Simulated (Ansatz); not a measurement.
Geometry optimisation, DFT PBE-D3(BJ), scalar-relativistic, plane waves, PAW in Ansatz.

Input file:

```yaml
crystal:
  lattice:
    - [6.62, 0.0, 0.0]
    - [3.31, 5.733088, 0.0]
    - [0.0, 0.0, 17.27614]
  atoms:
    - { symbol: Sc, position: [0.0, 0.0, 0.0578833] }
    - { symbol: Sc, position: [0.5, 0.0, 0.0578833] }
    - { symbol: Sc, position: [0.0, 0.5, 0.0578833] }
    - { symbol: Sc, position: [0.5, 0.5, 0.0578833] }
    - { symbol: Sc, position: [-0.1666667, 0.3333333, 0.2105835] }
    - { symbol: Sc, position: [0.3333333, 0.3333333, 0.2105835] }
    - { symbol: Sc, position: [-0.1666667, 0.8333333, 0.2105835] }
    - { symbol: Sc, position: [0.3333333, 0.8333333, 0.2105835] }
    - { symbol: Sc, position: [0.0, 0.0, 0.3632837] }
    - { symbol: Sc, position: [0.5, 0.0, 0.3632837] }
    - { symbol: Sc, position: [0.0, 0.5, 0.3632837] }
    - { symbol: Sc, position: [0.5, 0.5, 0.3632837] }
    - { symbol: C, position: [0.6568343, 0.1895025, 0.5415643] }
    - { symbol: H, position: [0.7789178, 0.0143131, 0.5207263] }
    - { symbol: H, position: [0.7090908, 0.3123589, 0.5207263] }
    - { symbol: H, position: [0.4813089, 0.2435364, 0.5207263] }
    - { symbol: H, position: [0.6568343, 0.1895025, 0.6046571] }
basis:
  ecutwfc: 420.0
kpoints:
  mp_grid: { grid: [4, 4, 1] }
hamiltonian:
  xc: pbe
  dispersion: d3bj
scf:
  occupations: { method: gaussian, width: 0.1 }
  lower_state_search: "off"
relax:
  f_tol: 0.03
  max_steps: 60
  adjacent_minimum: "off"
  constraints: [{ sites: [0, 1, 2, 3] }]
```

Command:

```bash
$ ansatz run input.yaml --threads 4 --pin off --max-ram 10240MiB --backend cpu --events-out ev --progress --plain --runs-dir out
```

Q: Where does it end, and by what steps?

A: The forces met the threshold. The force dipped under the threshold on the way, but the program's further checks kept it going. Limits of this set-up: coarse k mesh, thin slab, slab without dipole correction, a typed lattice constant that wasn't relaxed here. After 9 steps the energy has fallen by 0.300 eV; Sc10 moved furthest, 0.36 Å.

| step | energy less start (eV) | largest force component (eV/Å) | accepted |
| --- | --- | --- | --- |
| 0 | 0.0000 | 0.408 | yes |
| 1 | -0.2202 | 0.147 | yes |
| 2 | -0.2962 | 0.066 | yes |
| 3 | -0.2986 | 0.008 | yes |
| 4 | -0.2992 | 0.022 | yes |
| 5 | -0.2991 | 0.118 | no |
| 6 | -0.2995 | 0.012 | yes |
| 7 | -0.2997 | 0.058 | yes |
| 8 | -0.2998 | 0.018 | yes |
| 9 | -0.2998 | 0.018 | yes |

```xyz
17
Lattice="6.6200 0.0000 0.0000 3.3100 5.7331 0.0000 0.0000 0.0000 17.2761" Properties=species:S:1:pos:R:3
Sc 0.000 0.000 1.000
Sc 3.310 0.000 1.000
Sc 1.655 2.867 1.000
Sc 4.965 2.867 1.000
Sc 0.009 1.917 3.469
Sc 3.301 1.917 3.469
Sc 1.655 4.766 3.461
Sc 4.965 4.775 3.456
Sc 0.030 -0.020 5.915
Sc 3.280 -0.020 5.915
Sc 1.655 2.871 5.913
Sc 4.965 2.901 5.932
C 4.972 1.103 9.265
H 4.985 0.043 8.977
H 5.868 1.603 8.870
H 4.070 1.585 8.862
H 4.966 1.184 10.358
```

Whether the end is a true minimum wasn't checked by a vibrational analysis.

Time of the run: 71 s on 4 threads of AMD EPYC 7R13 Processor (Zen 3) (shared host), peak memory 1.6 GiB.
